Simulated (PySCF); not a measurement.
AlI2, SMILES [I][Al+][I], charge +1. Coordinates come from a B3LYP-D3(BJ)/def2-SVP optimisation. The multiplicity is an assumed one; other spin states were not compared. The isomer is the one that the SMILES or the coordinates give; other isomers of the formula were not compared. The def2 effective core potentials stand for the cores of I; spin–orbit coupling is left out.

Computed equilibrium geometry at B3LYP-D3(BJ)/def2-SVP (PySCF confirms it by a frequency run) as bond lengths and angles, and its point group:
point group D∞h.
Atoms: Al1 I2 I3. Bonded distances (Å): Al1–I2 2.373, Al1–I3 2.373. Angles (°): I2–Al1–I3 180.0.
Charge +1, spin multiplicity 1.
